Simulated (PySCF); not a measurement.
Job file and geometry (Å, from GFN2-xTB) of an NMR shielding run on `CS(=O)(=O)[N-]S(C)(=O)=O`, [C₂H₆NO₄S₂]-, GIAO PBE0/pcSseg-1 NMR shielding, non-relativistic, gas phase (PySCF); density fitting, a coarse starting grid and PySCF grid level 2 are the driver's defaults:

```
{"job": {"kind": "nmr", "xc": "PBE0", "basis": "pcSseg-1"}, "charge": -1, "multiplicity": 1}
C     -2.180417    -0.602428    -0.342295
S     -1.078122     0.839929    -0.192178
O     -1.943847     1.977371     0.055922
O     -0.327957     0.930477    -1.435337
N     -0.169704     0.584093     1.083328
S      0.975108    -0.487441     0.841776
C      2.257088     0.337332    -0.154902
O      1.603648    -0.810435     2.108789
O      0.536649    -1.651671     0.087713
H     -1.527471    -1.463726    -0.386322
H     -2.767025    -0.487220    -1.244270
H     -2.804028    -0.614397     0.541051
H      1.750990     0.700520    -1.039096
H      3.021538    -0.390647    -0.391969
H      2.649136     1.146232     0.445877
```

Question: What does the program print?

Answer: 
```
coarse grid: 14552 points
cycle   1  E = -1230.4297161484  dE =  2.766e+00  |g| = 1.601e+00  |ddm| = 4.037e+00
cycle   2  E = -1229.3911306244  dE =  1.039e+00  |g| = 2.893e+00  |ddm| = 3.533e+00
cycle   3  E = -1230.8559455877  dE = -1.465e+00  |g| = 3.430e-01  |ddm| = 2.587e+00
cycle   4  E = -1230.8798255465  dE = -2.388e-02  |g| = 1.250e-01  |ddm| = 4.131e-01
cycle   5  E = -1230.8825177508  dE = -2.692e-03  |g| = 4.327e-02  |ddm| = 1.169e-01
cycle   6  E = -1230.8829234355  dE = -4.057e-04  |g| = 9.382e-03  |ddm| = 4.167e-02
cycle   7  E = -1230.8829384812  dE = -1.505e-05  |g| = 4.450e-03  |ddm| = 1.090e-02
cycle   8  E = -1230.8829418289  dE = -3.348e-06  |g| = 1.021e-03  |ddm| = 3.811e-03
final grid: 133968 points
cycle   9  E = -1230.9802707675  dE = -2.151e-05  |g| = 1.459e-02  |ddm| = 2.948e-02
cycle  10  E = -1230.9802078137  dE =  6.295e-05  |g| = 2.317e-02  |ddm| = 2.819e-02
cycle  11  E = -1230.9803097353  dE = -1.019e-04  |g| = 3.320e-03  |ddm| = 1.889e-02
cycle  12  E = -1230.9803119473  dE = -2.212e-06  |g| = 3.315e-04  |ddm| = 3.068e-03
cycle  13  E = -1230.9803119651  dE = -1.779e-08  |g| = 1.984e-04  |ddm| = 4.294e-04
cycle  14  E = -1230.9803119723  dE = -7.201e-09  |g| = 4.873e-05  |ddm| = 1.836e-04
cycle  15  E = -1230.9803119727  dE = -3.786e-10  |g| = 1.944e-05  |ddm| = 4.723e-05
converged SCF energy = -1230.9803119727

GIAO shielding tensors (ppm)
atom      isotropic    diamagn.    paramagn.     s11        s22        s33       span
  0 C      138.876     256.377    -117.500    113.003    117.864    185.762     72.759
  1 S      201.097    1052.355    -851.257     75.113    212.406    315.773    240.660
  2 O      116.262     398.470    -282.208     84.313    119.104    145.368     61.055
  3 O      112.893     405.955    -293.063     96.268    110.880    131.530     35.262
  4 N       85.011     339.307    -254.296     75.237     76.982    102.812     27.575
  5 S      201.199    1052.359    -851.159     75.213    212.566    315.820    240.607
  6 C      138.932     256.347    -117.415    113.061    117.913    185.821     72.760
  7 O      116.312     398.478    -282.166     84.335    119.195    145.407     61.073
  8 O      112.944     405.953    -293.008     96.352    110.900    131.582     35.230
  9 H       27.207      32.977      -5.770     21.453     28.852     31.316      9.863
 10 H       29.784      30.199      -0.415     27.108     27.631     34.615      7.507
 11 H       29.795      30.952      -1.157     27.104     27.535     34.747      7.643
 12 H       27.223      32.975      -5.752     21.478     28.888     31.302      9.823
 13 H       29.789      30.200      -0.411     27.112     27.634     34.621      7.509
 14 H       29.800      30.950      -1.150     27.105     27.542     34.753      7.649
```

Question: Turn these shieldings into chemical shifts. Shifts are taken against calculated references (same method and geometry level): TMS for $^{13}$C (σ = 186.93 ppm) and $^{1}$H (σ = 31.72 ppm); CS2 for $^{33}$S (σ = 503.73 ppm); $^{17}$O (σ = 336.08 ppm) vs H2O; $^{15}$N (σ = 267.73 ppm) vs NH3.

Answer: Averaging equivalent atoms: C 0/6: 48.0; S 1/5: 303; O 2/3/7/8: 221.5; N 4: 182.7; H 9/10/11/12/13/14: 2.78 ppm. Experimental scales use liquid or dissolved standards, which lie at an offset from isolated NH3 (liquid NH3: subtract about 20 ppm) and H2O (liquid H2O: subtract about 36 ppm). Unscaled 15N shifts of sp2 nitrogen come out 20 to 40 ppm too high even then.

Size and cost of the density-fitted run: 197 basis functions, 32 s wall time on 1 thread of an Arm Neoverse V1, shared host.
